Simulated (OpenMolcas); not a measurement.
## Fe3+, Ru3+, Os3+: d5 down the group

- Program: OpenMolcas 26.06
- Method: MS-RASPT2, IPEA 0.25 Eh, imaginary shift 0.1 Eh
- Basis: ANO-RCC-VQZP
- Scalar Hamiltonian: DKH2, point nucleus
- Spin-orbit coupling: RASSI with atomic mean-field integrals over the reference wave functions, term energies averaged over their components

Active space for each ion: 11 electrons in 8 orbitals (RAS1 p, at most 2 holes; RAS2 d); closed shells correlated by CASPT2: Fe3+ 3s; Ru3+ 4s; Os3+ 5s.

Computed levels in cm-1 above 6S 5/2:

| Level | Fe3+ | Ru3+ | Os3+ |
| --- | --- | --- | --- |
| 4G 7/2 | 33080 | 23560 | 21100 |
| 4G 11/2 | 33090 | 23630 | 22130 |
| 4G 9/2 | 33100 | 23700 | 22910 |
| 4P 1/2 | 36780 | 27150 | 24600 |
| 4D 7/2 | 40100 | 28340 | 27190 |
| 4D 1/2 | 40170 | 29180 | 30820 |
| 2I 11/2 | 48090 | 34220 | 32140 |
| 2I 13/2 | 48160 | 34730 | 35090 |
| 2F 7/2(1) | 53320 | 40210 | 44800 |
| weight of 6S in the lowest level (%) | 100 | 99 | 88 |

Mixed levels, with the weight of the term that names them: Ru3+ 4P 1/2 (72 %), Ru3+ 4D 1/2 (72 %), Ru3+ 2F 7/2(1) (71 %), Os3+ 4G 7/2 (68 %), Os3+ 4P 1/2 (60 %), Os3+ 4D 7/2 (70 %), Os3+ 4D 1/2 (65 %), Os3+ 2F 7/2(1) (61 %).

Measured, with the error of the calculation in %. Measured levels: Fe3+ from Corliss and Sugar, J. Phys. Chem. Ref. Data 11, 135 (1982).

| Level | Fe3+ |
| --- | --- |
| 4G 11/2 | 32246 (+2.6) |
| 4P 1/2 | 35407 (+3.9) |
| 4D 7/2 | 38779 (+3.4) |
| 4D 1/2 | 38897 (+3.3) |
| 2F 7/2(1) | 51394 (+3.8) |

Without spin-orbit coupling 4G lies 33080, 23600, 21790 cm-1 above 6S in that order; the difference to the level 4G 7/2, of either sign, comes from spin-orbit coupling, which also lowers the zero.

CASPT2 breaks the degeneracy within a term, and the mean is taken; among the terms shown or strongly mixed into the levels shown the widest spread is 1200 cm-1 (4d5 2I, Ru3+). Active for correlation alone: 3p; no level in the range computed is led by a configuration that opens it, so any true level of that kind is missing (holds for Fe3+). Active for correlation alone: 4p; no level in the range computed is led by a configuration that opens it, so any true level of that kind is missing (holds for Ru3+). Blocks of more than 70 roots (2S+1 = 2 even) ran without multistate coupling (holds for Os3+). Active for correlation alone: 5p; no level in the range computed is led by a configuration that opens it, so any true level of that kind is missing (holds for Os3+). Computed and measured levels are paired by configuration, term and J; levels that our copy of the source lacks, or whose pairing is in doubt (as where it misses far off the trend of its configuration), stay unpaired and out of the deviations. Only configurations of the active space appear.

A number in round brackets counts repeated terms of one configuration in the order of the reference energies.
